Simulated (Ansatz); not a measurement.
The cluster Au₃I₂. Charge 0, multiplicity 2. Geometry PBE-D4/def2-SVP, basis def2-TZVP, Ansatz.

```xyz
5

Au    2.275   -0.541    0.954
Au   -0.330   -0.954    0.944
Au    0.804    0.840   -0.744
I    -2.720   -1.797    1.423
I    -0.030    2.452   -2.577
```

```tsv
run	HOMO (eV)	LUMO (eV)
A	-6.57	-6.28
B	-6.25	-6.09
C	-6.32	-6.17
D	-8.45	-4.72
E	-7.15	-5.91
F	-6.84	-6.21
```

In the def2 sets Au, I take a core potential; there is no spin–orbit coupling. HSE06 is defined as in plane-wave codes, on full-range PBE exchange. HOMO above LUMO, or a gap near zero within one spin, warns that the state may not be the lowest or that an electron is smeared out. No other spin state of charge 0 was run. Another isomer (doublet) lies 0.59 eV lower at PBE0-D4/def2-TZVP; other spin states weren't run for this one.

HOMO and LUMO are taken over both spins.

Q: The runs used HSE06, PBE, PBE0, r2SCAN, revPBE, ωB97M-V. Estimate which is which.

A: A r2SCAN (0 % exact exchange); B revPBE (0 % exact exchange); C PBE (0 % exact exchange); D ωB97M-V (range-separated); E PBE0 (25 % exact exchange); F HSE06 (range-separated). Exact exchange lowers occupied and raises empty levels; among semilocal functionals meta-GGAs tend to open the gap a little, and such runs are hard to tell apart. The gap grows from 0.15 eV (PBE) to 3.73 eV (ωB97M-V). At PBE-D4/def2-TZVP the gap within one spin of the charge 0 doublet nearly closes, so an electron or hole may be smeared out by delocalisation error.
